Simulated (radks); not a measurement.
Species: F III. Configuration: [He] 2s2 2p2 6f1 (not the ground configuration).

Calculated with a radial shooting solver on a logarithmic mesh with Libxc functionals: non-relativistic Kohn-Sham, SCAN, spin-polarised, spherical densities, point nucleus; open shells are filled with parallel spins first; meta-GGA in the generalised Kohn-Sham scheme.

Energy parts (Ry):
total: -191.15684
kinetic: 190.84906
electron-nucleus: -428.45003
Hartree: 63.58332
exchange-correlation: -17.13919

Orbitals (lengths in bohr, moments of r in powers of bohr; r(max) is where P^2 peaks):
orbital  occ.  eigenvalue (Ry)    <1/r>  r(max)     <r>
1s up       1        -54.80350    8.614  0.1147  0.1764
1s down     1        -54.58057    8.645  0.1145  0.1755
2s up       1         -6.85738    1.680  0.7132  0.8674
2s down     1         -6.30390    1.619  0.7274  0.8924
2p up       2         -5.41903    1.581  0.6220  0.8178
6f up       1         -0.21880  0.08392   17.50   15.91

The highest occupied level is 6f up at -2.977 eV. Virial ratio -V/T = 2.00161. The spin density at the nucleus is 0.005 e/bohr^3 (1s -1.357, 2s 1.362), a Fermi contact field of 0.255 T. Spin moment in Bohr magnetons: 3. The electron density at the nucleus is 456.8 e/bohr^3. Summed over all electrons, <r^2> = 289.5 bohr^2, which gives a Langevin (diamagnetic) susceptibility term of -229 x 10^-6 cm^3/mol.

Empty levels of this run are not shown, since the potential may be unsettled where no density lies.
